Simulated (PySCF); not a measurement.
## Spectroscopy problems

Theory: shielding tensors at PBE0/pcSseg-1 (GIAO), geometry: GFN2-xTB, in PySCF (averaged over atoms made equivalent by symmetry, fast rotation or ring inversion, single conformer, no solvent, relativity neglected).

Chemical shifts δ = σref − σ; 1H (σref 31.72), 13C (σref 186.93) against TMS, all at this level. Splittings of carbon signals by F and P are missing where no couplings were computed. Where no couplings were computed, multiplicities follow the n + 1 count of equivalent neighbours, and m marks all less simple cases (inequivalent or close neighbours, rings, F or P nearby). Shifts are as computed. Against solution values, carbons near 30 ppm lie about +3 ppm off and those near 130 ppm about +5 ppm; carbons on Cl a further +6 ppm. Of 1211 compounds with measured shifts, 218 miss one by over three times the rms of a fit or turn the order of signals round; such compounds aren't used in these exercises. Carbons bonded to Cl come out too deshielded.

Problem. C5H11FOSi. 1H NMR (600 MHz, computed): δ 5.02 (m, 1H), 3.87 (s, 3H), 2.30 (m, 2H), 1.64 (m, 2H), 1.33 (m, 3H). 13C{1H} NMR (computed): δ 89.9, 54.1, 37.2, 33.4. What is it?

Solution. SMILES F[C@]1(C)C[Si@H](OC)C1. Rings plus π bonds: 1 (1 ring in the answer). 4 carbon signals for 5 carbons: some carbons are equivalent by symmetry or fast rotation. Carbon types of the structure: 1 × C, 2 × CH2, 2 × CH3, leaving 1 H on heteroatoms. δC 89.9: fully substituted sp3 carbon bonded to F; pulled downfield by the heteroatom. δC 54.1: methyl carbon bonded to O; the inductive effect lowers its shielding. δC 33.4: methyl carbon; saturated and bonded to C and H only. δH 3.87: hydrogen on a methyl carbon bonded to O; its carbon carries O, hence the downfield position.

The data come from this structure; uniqueness wasn't tested.

Problem. C7H10Cl2. 1H NMR (400 MHz, computed): δ 6.15 (d, 1H), 5.79 (d, 1H), 3.01 (m, 1H), 2.97 (m, 1H), 2.40 (m, 1H), 2.33 (m, 1H), 2.25 (m, 1H), 1.18 (d, 3H). 13C{1H} NMR (computed): δ 148.3 (C), 133.6 (CH), 82.1 (CH), 38.1 (CH2), 35.4 (CH2), 25.6 (CH), 24.5 (CH3). What is it?

Solution. `CC1CC(=CC(Cl)Cl)C1`. Rings plus π bonds: 2 (1 ring in the answer). 7 carbon signals for 7 carbons: no two carbons are equivalent. Carbon types of the structure: 1 × C, 3 × CH, 2 × CH2, 1 × CH3, which accounts for all hydrogens. δC 148.3: fully substituted alkene carbon; the olefinic region. δC 133.6: alkene CH; the olefinic region. δC 82.1: allylic sp3 CH bonded to 2 Cl; 2 electronegative neighbours deshield it. δC 24.5: methyl carbon; aliphatic region, no heteroatom directly attached.

This is the structure that produced the data.
